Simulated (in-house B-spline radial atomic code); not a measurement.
Computed with a B-spline radial atomic code. Model: two electrons, singlet ground state, non-relativistic, full CI in B-splines with partial waves to l = 8 (at full coupling up to 3e-4 hartree above the limit, correlation up to 0.6 % small), density held at that of full coupling by Lieb maximisation.

Along the adiabatic connection the electron repulsion is scaled by a coupling λ while a local potential keeps the density fixed. At λ = 0 the system is the Kohn-Sham one and W equals the exchange energy; the exchange-correlation energy is the area under W between 0 and 1. The kinetic energy rises with λ as the electrons avoid each other, with dT/dλ = −λ dW/dλ.

Command:
```bash
python run_ac.py task.json out
```
Settings (lengths in bohr, energies in hartree):
```
potential              gauss
strength               1.7
lmax                   8
second                 8.55
```

Cost of the run: 35 s on 1 thread of Intel(R) Xeon(R) Processor @ 2.30GHz (shared host).

**W = mean repulsion less Hartree energy, and W of three functionals.**

Given: confinement Gaussian well; well depth 1.7 hartree; well width 8.55 bohr; external potential -V exp(-r^2/w^2).

Computed: LDA exchange minus exact 44.302 millihartree; PBE exchange minus exact 13.037 millihartree.

| coupling | W xc (hartree) | W xc minus exchange (millihartree) | kinetic minus Kohn-Sham (millihartree) | LDA (PW92) W minus its exchange (millihartree) | PBE W minus its exchange (millihartree) | SCAN W minus its exchange (millihartree) |
| --- | --- | --- | --- | --- | --- | --- |
| 0 | -0.30784 | 0 | 0 | 0 | 0 | 0 |
| 0.02 | ? | ? | ? | ? | ? | ? |
| 0.05 | -0.31271 | -4.872 | 0.12 | -17.89 | -7.59 | -4.51 |
| 0.12 | -0.31894 | -11.097 | 0.65 | -32.16 | -16.17 | -10.17 |
| 0.25 | -0.32892 | -21.08 | 2.47 | -50.21 | -28.76 | -19.27 |
| 0.4 | -0.33837 | -30.537 | 5.52 | -65 | -40.11 | -28.08 |
| 0.6 | -0.34841 | -40.571 | 10.5 | -79.62 | -51.99 | -37.75 |
| 0.8 | -0.3563 | -48.465 | 15.99 | -90.79 | -61.43 | -45.68 |
| 1 | -0.36266 | -54.82 | 21.69 | -99.77 | -69.19 | -52.3 |
| 1.4 | -0.37225 | -64.416 | 33.09 | -113.52 | -81.35 | -62.73 |
| 2 | ? | ? | ? | ? | ? | ? |
| 3 | -0.39199 | -84.151 | 74 | -143.82 | -108.95 | -85.41 |
| 4.5 | -0.40071 | -92.874 | 106.11 | -158.55 | -122.67 | -95.23 |
| 7 | -0.40878 | -100.94 | 151.48 | -173.1 | -136.35 | -103.46 |

Task: What belongs in the row 0.02?

Result: W xc (hartree): -0.30983; W xc minus exchange (millihartree): -1.994; kinetic minus Kohn-Sham (millihartree): 0.02; LDA (PW92) W minus its exchange (millihartree): -9.2; PBE W minus its exchange (millihartree): -3.26; SCAN W minus its exchange (millihartree): -1.86.

Task: What belongs in the row 2?

Result: W xc (hartree): -0.38197; W xc minus exchange (millihartree): -74.135; kinetic minus Kohn-Sham (millihartree): 49.41; LDA (PW92) W minus its exchange (millihartree): -128; PBE W minus its exchange (millihartree): -94.42; SCAN W minus its exchange (millihartree): -73.78.

Task: What is the SCAN exchange minus exact?

Result: 0.63889 millihartree.

**Energy parts, natural occupations and partial-wave weights.**

Computed: total energy -2.4821 hartree; exchange energy -0.30784 hartree; correlation energy -0.03313 hartree; kinetic part of the DFT correlation energy 0.02169 hartree; Hartree energy 0.61568 hartree; Kohn-Sham kinetic 0.22637 hartree; Lieb Oxford ratio E_xc over LDA exchange 1.2938.

```tsv
natural	occupation of the shell (electrons)
s	1.8924
p	0.09989
s	0.0057745
d	?
p	0.00034264
f	0.0001397
```

Task: What belongs in the row d?

Result: occupation of the shell (electrons): 0.0012962.

```tsv
wave	weight
s	0.9491
p	0.050125
d	0.00067547
f	?
g	1.6406e-05
```

Task: What belongs in the row f?

Result: weight: 7.6933e-05.

Task: What is the kinetic part over minus potential part?

Result: 0.39566.

Task: What is the initial slope twice GL2?

Result: -0.10119 hartree.

Half-way to full coupling W has made 65 % of its drop, against 50 % for a straight line, and second-order (GL2) theory, half the initial slope, overshoots the correlation energy by about 53 %: a marked bend. Over couplings 0 to 1 the errors in E_xc come to about +10 millihartree for LDA, +3.3 millihartree for PBE, +2.8 millihartree for SCAN, so SCAN is nearest. In LDA and PBE the errors of exchange and correlation have opposite signs, so the sum is smaller than the larger of the two.
